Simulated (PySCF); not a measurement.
Can point charges reproduce the dipole moment of `C=C[C@@H](CS)C1=C[SiH2]C1`?

Coordinates (GFN2-xTB, Å) and charges (e) from the PBE0/pcSseg-1 density (PySCF):

| atom | x | y | z | Mulliken | IAO | Hirshfeld | ESP-fitted |
| --- | --- | --- | --- | --- | --- | --- | --- |
| C1 | 2.200 | -1.736 | -1.055 | -0.1276 | -0.3205 | -0.1018 | -0.4047 |
| C2 | 1.390 | -0.700 | -1.158 | -0.1359 | -0.1249 | -0.0342 | -0.2657 |
| C3 | 0.931 | 0.131 | 0.007 | -0.2044 | -0.1257 | -0.0294 | +0.1624 |
| C4 | 1.299 | 1.597 | -0.239 | -0.2660 | -0.3232 | -0.0673 | -0.4704 |
| S5 | 0.893 | 2.659 | 1.188 | -0.1274 | -0.0846 | -0.0722 | -0.3045 |
| C6 | -0.549 | -0.044 | 0.170 | -0.2072 | +0.0497 | +0.0247 | +0.2698 |
| C7 | -1.572 | 0.423 | -0.562 | -0.3010 | -0.4615 | -0.1592 | -0.5526 |
| Si8 | -2.900 | -0.359 | 0.525 | +0.6702 | +0.7468 | +0.3416 | +0.5570 |
| C9 | -1.191 | -0.845 | 1.275 | -0.3925 | -0.5360 | -0.1664 | -0.4696 |
| H10 | 2.603 | -2.048 | -0.105 | +0.1111 | +0.1460 | +0.0459 | +0.1815 |
| H11 | 2.497 | -2.317 | -1.912 | +0.1175 | +0.1541 | +0.0481 | +0.1848 |
| H12 | 0.986 | -0.403 | -2.117 | +0.1065 | +0.1443 | +0.0448 | +0.1781 |
| H13 | 1.433 | -0.212 | 0.918 | +0.1165 | +0.1457 | +0.0407 | +0.0818 |
| H14 | 0.782 | 1.995 | -1.112 | +0.1549 | +0.1480 | +0.0395 | +0.1531 |
| H15 | 2.375 | 1.704 | -0.378 | +0.1630 | +0.1630 | +0.0471 | +0.2784 |
| H16 | -0.411 | 2.388 | 1.179 | +0.1513 | +0.0906 | +0.0415 | +0.2199 |
| H17 | -1.518 | 1.038 | -1.446 | +0.0588 | +0.1387 | +0.0350 | +0.1975 |
| H18 | -3.697 | 0.557 | 1.338 | -0.0861 | -0.1223 | -0.0750 | -0.1122 |
| H19 | -3.700 | -1.444 | -0.034 | -0.0862 | -0.1203 | -0.0729 | -0.1143 |
| H20 | -0.947 | -0.468 | 2.268 | +0.1404 | +0.1452 | +0.0339 | +0.0932 |
| H21 | -0.914 | -1.898 | 1.247 | +0.1440 | +0.1470 | +0.0354 | +0.1365 |

**Question.** Compute μ = Σ q r for each scheme (1 e·Å = 4.803 D) and compare with the dipole of the full density.

**Answer.** The full density gives (-0.39, -1.35, -0.95) D, 1.70 D in size; dipole vectors point from the negative to the positive end.

```json
{"scheme": "Mulliken", "μx": "-2.04", "μy": "-1.54", "μz": "0.37", "size (D)": "2.58", "share of the full size (%)": "152", "angle to the full dipole (°)": "55"}
{"scheme": "IAO", "μx": "-1.55", "μy": "-0.86", "μz": "-0.07", "size (D)": "1.78", "share of the full size (%)": "105", "angle to the full dipole (°)": "52"}
{"scheme": "Hirshfeld", "μx": "-0.52", "μy": "-0.53", "μz": "-0.27", "size (D)": "0.79", "share of the full size (%)": "47", "angle to the full dipole (°)": "29"}
{"scheme": "ESP-fitted", "μx": "-0.41", "μy": "-1.34", "μz": "-0.98", "size (D)": "1.71", "share of the full size (%)": "101", "angle to the full dipole (°)": "1"}
```

**Question.** Which set comes closest?

**Answer.** Length of the difference vector: ESP-fitted 0.04 D, Hirshfeld 1.07 D, IAO 1.54 D, Mulliken 2.12 D. Closest: ESP-fitted. The schemes that divide the density aren't constrained to reproduce the dipole.

**Question.** What is left for the Hirshfeld atoms' own dipoles?

**Answer.** The shares of the density sum to the whole, so what Σ q r misses lies in dipoles about the nuclei. The atomic dipoles sum to (-0.39, -1.35, -0.95) − (-0.52, -0.53, -0.27) = (0.13, -0.82, -0.68) D, 1.07 D in size.

**Question.** With the origin at the mean of the coordinates, (0.000, 0.001, 0.000) Å, which are the largest single terms, by size, of the Hirshfeld dipole along the direction of the full one?

**Answer.** Si8 +1.09, S5 +1.04, C1 -0.71, H19 -0.71, H11 +0.54 D; all 21 atoms together +0.70 D. The single terms depend on the origin, their sum doesn't.

**Question.** Give the size of the full dipole in other units.

**Answer.** 1.70 D = 0.668 au = 0.354 e·Å = 5.67 × 10⁻³⁰ C·m.

Isolated species at its GFN2-xTB geometry (one conformer only).

Shape of the structure used: `[CH2:1]=[CH:2][C@@H:3]([CH2:4][SH:5])[C:6]1=[CH:7][SiH2:8][CH2:9]1`: C1–C2–C3–C4 123°, C2–C3–C4–S5 -176°, C2–C3–C6–C7 -73°, H–S5–C4–C3 -60°.
